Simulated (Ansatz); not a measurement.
Reaction (ligand exchange at the Sc–Cl bond): `[NH2][Sc]([Cl])[O][SiH3]` + NH₃ → `[NH2][Sc]([NH2])[O][SiH3]` + HCl

Computed with Ansatz on PBE0-D4/def2-TZVP structures; ΔE is electronic, products minus reactants. CCSD(T)/CBS adds triple-zeta CCSD(T) − MP2 to the extrapolated MP2 energy (def2 sets, frozen cores). This one scheme is used for every species. Functionals use def2-TZVPP. For Sc outer-core shells are correlated without core-valence functions, which leaves a few kJ/mol of doubt a bond. Scalar relativity is left out up to krypton. Each species was taken in one conformer, which may not be the lowest.

Q: Is it downhill or uphill in electronic energy at CCSD(T)/CBS, and by how much? (An estimate is asked.)

A: Ansatz gave: Uphill: ΔE = +30.1 kcal/mol.

Q: What do these levels give: revPBE-D4, B97M-V, HF/def2-SVP, CCSD(T)/def2-TZVPP, HF/def2-QZVPP, SCS-MP2/def2-QZVPP? (An estimate is asked.)

A: Ansatz gave: revPBE-D4 29.1, B97M-V 31.7, HF/def2-SVP 35.1, CCSD(T)/def2-TZVPP 29.8, HF/def2-QZVPP 34.1, SCS-MP2/def2-QZVPP 30.2 kcal/mol.

Largest T1 diagnostic among the species: 0.014.

From PBE to PBE0 (25 % exact exchange), in def2-TZVPP and without D4, ΔE moves by +1.3 kcal/mol. Leaving LDA and LC-ωPBE aside and taking each functional with its dispersion term where it has one, the values, not all of them listed here, spread over 2.9 kcal/mol, from BLYP-D4 to r2SCAN0-D4. LDA lies −1.1 kcal/mol from PBE without D4. In def2-TZVPP, CCSD(T) changes the Hartree–Fock value by −4.3 kcal/mol (the triples alone add −0.2 kcal/mol) and MP2 by −3.9 kcal/mol.
